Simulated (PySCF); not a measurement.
Match the calculated data to a structure.

| technique | computed result |
| --- | --- |
| Dipole | 2.11 D [PBE0/def2-SVPD] |
| Rotational structure | rotational constants A, B, C: 4.372, 0.912, 0.848 GHz [GFN2-xTB] |
| Triplet | lowest triplet excitation (Tamm–Dancoff): 4.21 eV [TDA PBE0/def2-SVPD] |
| UV, strongest line | among the 6 lowest singlet transitions: S2 at 6.44 eV (192 nm, f = 0.214) [TDDFT PBE0/def2-SVPD] |
| NMR, other nuclei | isotropic shieldings of nuclei other than C and H, by class: -157 (1 N), -72 (1 O), 304 (2 F) ppm [GIAO PBE0/pcSseg-1] |
| 13C NMR | chemical shifts (computed TMS as zero) by class: 173.1 (1 C), 154.3 (1 C), 121.2 (1 C), 112.5 (1 C), 37.8 (1 C) ppm [GIAO PBE0/pcSseg-1] |
| UV, first state | lowest singlet excitation: 6.31 eV (197 nm, f = 0.008) [TDDFT PBE0/def2-SVPD] |
| Polarisability | 67.5 au [PBE0/def2-SVPD] |
| 1H NMR | chemical shifts (computed TMS as zero) by class: 8.29 (1 H), 6.44 (1 H), 6.26 (1 H), 3.47 (2 H) ppm [GIAO PBE0/pcSseg-1] |

Gas-phase values; electronic properties from PySCF, density fitting. Levels stand in brackets. Geometry: GFN2-xTB, one conformer, isolated molecule. Each NMR value is the plain mean over a class of atoms that symmetry, rotation or inversion makes alike.

Question: Which candidate is it?
A. `FCOc1ncc[nH]1`
B. `OCc1nc(C(F)F)no1`
C. `FC(F)Cc1ccno1`
D. `C#C[C@H](N=C)C(F)F`

Answer: C. It is `FC(F)Cc1ccno1`. Numbering: `[F:1][CH:2]([F:3])[CH2:4][c:5]1[cH:6][cH:7][n:8][o:9]1`. Its formula, C5H5F2NO, gives 3 degrees of unsaturation: 1 ring and 2 π bonds in the structure found (Kekulé form). 5 carbons fall into 5 classes; from least to most shielded: substituted aromatic carbon [C5] (173.1 ppm), aromatic CH next to a ring nitrogen [C7] (154.3 ppm), CHF2 carbon [C2] (121.2 ppm), aromatic CH carbon [C6] (112.5 ppm), benzylic-type carbon [C4] (37.8 ppm). Hydrogen classes from least to most shielded: 1 H on an aromatic CH next to a ring nitrogen, C7 (8.29 ppm), 1 H on an aromatic CH carbon, C6 (6.44 ppm), 1 H on a CHF2 carbon, C2 (6.26 ppm), 2 H on a benzylic-type carbon, C4 (3.47 ppm). The other shieldings belong to: -157 ppm, pyridine-type nitrogen [N8]; -72 ppm, ring oxygen [O9]; 304 ppm, fluorine of a CF2 group [F1/F3]. S1 is mainly HOMO−1→LUMO (weight 0.97); the largest Löwdin shares of the orbital it empties are 0.64 on the pyridine-type nitrogen, 0.13 on the ring oxygen, 0.12 on the aromatic CH next to a ring nitrogen and 0.04 on the aromatic CH carbon, of the orbital it fills 0.22 on the substituted aromatic carbon, 0.21 on the pyridine-type nitrogen, 0.17 on the ring oxygen and 0.14 on the aromatic CH next to a ring nitrogen. The optimised geometry has point group C1 and is an asymmetric top.

The others, at the same levels:
- `C#C[C@H](N=C)C(F)F` fails: its computed 13C shifts are 162.6 (1 C), 122.4 (1 C), 83.2 (1 C), 82.6 (1 C), 70.4 (1 C) ppm, 1H shifts are 7.84 (1 H), 7.50 (1 H), 6.23 (1 H), 3.98 (1 H), 1.94 (1 H) ppm and rotational constant A is 2.241 GHz (against 4.372 GHz).
- `FCOc1ncc[nH]1` fails: it has 4 carbons where the 13C data count 5; its computed 13C shifts are 156.2 (1 C), 130.6 (1 C), 114.1 (1 C), 101.6 (1 C) ppm, 1H shifts are 7.52 (1 H), 6.94 (1 H), 6.64 (1 H), 6.56 (2 H) ppm and rotational constant A is 5.737 GHz (against 4.372 GHz).
- `OCc1nc(C(F)F)no1` fails: it has 4 hydrogens where the 1H data count 5; its computed 13C shifts are 190.7 (1 C), 170.8 (1 C), 114.4 (1 C), 61.4 (1 C) ppm, 1H shifts are 7.17 (1 H), 5.35 (2 H), 2.02 (1 H) ppm and lowest singlet excitation is 6.01 eV (206 nm, f = 0.003) (against 6.31 eV).

Each candidate is one conformer, not necessarily the lowest. Dipoles, sizes and rotational constants follow the conformer. The torsions of the flexible species, by atom-mapped SMILES:
- `[F:1][CH:2]([F:3])[CH2:4][c:5]1[cH:6][cH:7][n:8][o:9]1`: F1–C2–C4–C5 175°, C2–C4–C5–C6 98°
- `[CH:1]#[C:2][C@H:3]([N:4]=[CH2:5])[CH:6]([F:7])[F:8]`: C2–C3–N4–C5 121°, C2–C3–C6–F7 -173°
- `[F:1][CH2:2][O:3][c:4]1[n:5][cH:6][cH:7][nH:8]1`: F1–C2–O3–C4 -84°, C2–O3–C4–N5 -14°
- `[OH:1][CH2:2][c:3]1[n:4][c:5]([CH:6]([F:7])[F:8])[n:9][o:10]1`: O1–C2–C3–N4 22°, N4–C5–C6–F7 -54°, H–O1–C2–C3 -39°
